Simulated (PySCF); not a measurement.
A geometry optimisation, step by step.

Compound: C5H7F3O2.
Numbering: `[F:1][C:2]([F:3])([F:4])[CH2:5][C@H:6]1[CH2:7][O:8][CH2:9][O:10]1` (hydrogens: H11, H12 on C5; H13 on C6; H14, H15 on C7; H16, H17 on C9)

Method: PySCF, PBE0-D3(BJ)/def2-SVP geometry optimisation, gas phase; density fitting, grid level 1; the optimiser is geomeTRIC in internal coordinates, started from a GFN2-xTB structure with every atom displaced at random (about 0.01 Å). 5 of its 13 geometries are shown. The frame can shift and turn from step to step; on so coarse a grid that alone can change the energy by a few meV, and forces under 0.02 eV/Å are noise.

Step 0: E = -17512.6401 eV, largest atomic force 1.644 eV/Å
```
atom  x, y, z in Å  |  force x, y, z in eV/Å
F1      2.617   -0.820   -0.964   -0.552   0.682   0.283
C2      2.228    0.149   -0.095    1.586   0.146  -0.407
F3      2.251   -0.422    1.113   -0.193   0.140   0.090
F4      3.239    1.078   -0.107   -1.263  -0.725   0.005
C5      0.882    0.753   -0.426    0.182  -0.606   0.824
C6     -0.222   -0.302   -0.521   -0.027   0.181   0.293
C7     -0.636   -0.906    0.845   -0.712   0.500  -0.599
O8     -2.039   -0.846    0.804   -0.414  -0.099   0.183
C9     -2.352    0.259    0.038    0.562  -0.239  -0.535
O10    -1.413    0.262   -1.016   -0.168   0.270   0.132
H11     0.958    1.268   -1.368    0.127   0.392  -0.701
H12     0.653    1.496    0.362    0.040  -0.136  -0.198
H13     0.071   -1.076   -1.231    0.281  -0.296  -0.164
H14    -0.361   -1.939    0.987    0.377  -0.636   0.063
H15    -0.264   -0.308    1.675    0.360   0.287   0.411
H16    -3.355    0.165   -0.390   -0.207  -0.089   0.017
H17    -2.275    1.203    0.603    0.020   0.229   0.302
```

Step 3: E = -17512.7464 eV, largest atomic force 0.105 eV/Å
```
atom  x, y, z in Å  |  force x, y, z in eV/Å
F1      2.657   -0.617   -0.936    0.036  -0.006   0.043
C2      2.219    0.283   -0.049    0.069   0.078  -0.011
F3      2.223   -0.313    1.155    0.050  -0.019  -0.017
F4      3.114    1.273   -0.004   -0.056  -0.076   0.003
C5      0.851    0.787   -0.412   -0.025   0.040   0.027
C6     -0.189   -0.317   -0.521   -0.061   0.002  -0.018
C7     -0.613   -0.948    0.826   -0.017  -0.014  -0.021
O8     -2.015   -0.977    0.754    0.022  -0.015  -0.010
C9     -2.348    0.131   -0.011   -0.015  -0.004  -0.016
O10    -1.398    0.205   -1.037    0.020   0.017   0.044
H11     0.932    1.305   -1.377    0.013  -0.016  -0.027
H12     0.555    1.535    0.340   -0.012  -0.021  -0.003
H13     0.178   -1.086   -1.221   -0.013   0.006  -0.005
H14    -0.240   -1.972    0.963    0.017   0.007   0.014
H15    -0.264   -0.333    1.677   -0.031   0.018   0.002
H16    -3.349   -0.004   -0.445   -0.001  -0.003  -0.001
H17    -2.328    1.059    0.606    0.001   0.007  -0.003
```

Step 6: E = -17512.7516 eV, largest atomic force 0.215 eV/Å
```
atom  x, y, z in Å  |  force x, y, z in eV/Å
F1      2.691   -0.640   -0.875   -0.037   0.033  -0.023
C2      2.246    0.259    0.011   -0.135  -0.168   0.006
F3      2.225   -0.356    1.206   -0.050   0.035   0.010
F4      3.150    1.231    0.083    0.110   0.136   0.016
C5      0.890    0.795   -0.373    0.028  -0.102  -0.085
C6     -0.180   -0.280   -0.515    0.144  -0.015   0.053
C7     -0.647   -0.916    0.810    0.053  -0.011   0.002
O8     -2.034   -1.027    0.642   -0.050   0.015  -0.011
C9     -2.376    0.102   -0.091   -0.009  -0.040   0.038
O10    -1.364    0.279   -1.044   -0.007   0.090  -0.033
H11     1.009    1.304   -1.341   -0.014   0.034   0.048
H12     0.591    1.545    0.374    0.010   0.033   0.006
H13     0.186   -1.048   -1.217   -0.028  -0.034   0.003
H14    -0.219   -1.909    0.996   -0.010   0.003   0.002
H15    -0.400   -0.261    1.668    0.004   0.003  -0.009
H16    -3.340   -0.062   -0.596   -0.001  -0.006  -0.007
H17    -2.445    0.996    0.570   -0.006  -0.005  -0.016
```

Step 9: E = -17512.7577 eV, largest atomic force 0.049 eV/Å
```
atom  x, y, z in Å  |  force x, y, z in eV/Å
F1      2.718   -0.675   -0.773    0.008  -0.006   0.007
C2      2.261    0.218    0.112    0.025   0.025   0.004
F3      2.160   -0.416    1.292    0.009  -0.004  -0.002
F4      3.193    1.164    0.249   -0.021  -0.025  -0.003
C5      0.945    0.802   -0.320   -0.004   0.029   0.014
C6     -0.152   -0.231   -0.504   -0.034  -0.023  -0.026
C7     -0.683   -0.875    0.785   -0.022   0.022   0.005
O8     -2.044   -1.061    0.496    0.018   0.018   0.014
C9     -2.396    0.073   -0.223    0.005  -0.008  -0.016
O10    -1.301    0.394   -1.044    0.010   0.001   0.020
H11     1.113    1.326   -1.271   -0.002  -0.001  -0.007
H12     0.644    1.555    0.424   -0.002  -0.007   0.001
H13     0.193   -1.010   -1.208    0.016   0.005   0.007
H14    -0.223   -1.841    1.026   -0.004  -0.008  -0.012
H15    -0.546   -0.191    1.646    0.006  -0.012   0.004
H16    -3.281   -0.146   -0.840   -0.001  -0.006  -0.004
H17    -2.617    0.924    0.459   -0.006   0.003  -0.005
```

Step 12: E = -17512.7579 eV, largest atomic force under 0.02 eV/Å
```
atom  x, y, z in Å  |  force x, y, z in eV/Å
F1      2.729   -0.673   -0.742   -0.001  -0.001   0.000
C2      2.266    0.214    0.146    0.002   0.004  -0.002
F3      2.153   -0.430    1.319   -0.003  -0.001   0.003
F4      3.198    1.156    0.298    0.001   0.003   0.002
C5      0.955    0.806   -0.294   -0.001   0.000   0.003
C6     -0.144   -0.223   -0.497   -0.004   0.008  -0.004
C7     -0.698   -0.869    0.779    0.001  -0.004  -0.004
O8     -2.052   -1.057    0.464   -0.004  -0.001   0.003
C9     -2.399    0.067   -0.272   -0.001   0.004  -0.005
O10    -1.280    0.412   -1.051    0.003  -0.006  -0.003
H11     1.132    1.336   -1.240    0.001  -0.001   0.001
H12     0.648    1.553    0.453    0.001  -0.002   0.004
H13     0.211   -1.000   -1.198    0.004  -0.002   0.003
H14    -0.242   -1.837    1.023    0.000   0.001   0.001
H15    -0.576   -0.190    1.647    0.000   0.001   0.001
H16    -3.254   -0.175   -0.922    0.002   0.000  -0.002
H17    -2.665    0.917    0.394    0.000  -0.002   0.000
```

**Question.** Summarise the path.

**Answer.** The energy falls by 11.36 kJ/mol from step 0 to step 12; nine tenths of that is first reached at step 3. It never rises by more than 0.2 meV. The largest force goes from 1.644 to under 0.02 eV/Å. Among the bonds C2–F4 changes most, from 1.374 to 1.334 Å; the atoms move by 0.156 Å rms after alignment.

**Question.** Follow the three bonds and two angles with the largest change from start to end.

**Answer.** 
```tsv
step	E above end (kJ/mol)	largest force (eV/Å)	C2–F4 (Å)	C5–H11 (Å)	F1–C2 (Å)	O10–C6–H13 (°)	F1–C2–F4 (°)
0	11.36	1.644	1.374	1.076	1.358	106.4	105.5
1	5.64	0.718	1.334	1.102	1.333	108.0	108.5
2	1.70	0.241	1.338	1.099	1.334	108.0	107.3
3	1.11	0.105	1.336	1.099	1.338	108.1	107.5
4	0.95	0.049	1.334	1.099	1.338	108.1	107.4
5	0.81	0.077	1.332	1.100	1.338	108.2	107.5
6	0.61	0.215	1.329	1.100	1.339	108.4	107.5
7	0.36	0.231	1.329	1.100	1.339	108.6	107.6
8	0.11	0.100	1.332	1.100	1.338	108.7	107.6
9	0.02	0.049	1.335	1.099	1.337	108.8	107.6
10	0.01	0.067	1.335	1.099	1.337	108.9	107.5
11	0.00	0.042	1.335	1.099	1.337	109.0	107.6
12	0.00	under 0.02	1.334	1.099	1.338	109.0	107.6
```

What follows is the cost of the whole optimisation. Hardware: an AMD EPYC with one thread, shared host. Cost: 5.8 min wall, 0.82 GiB resident at most.
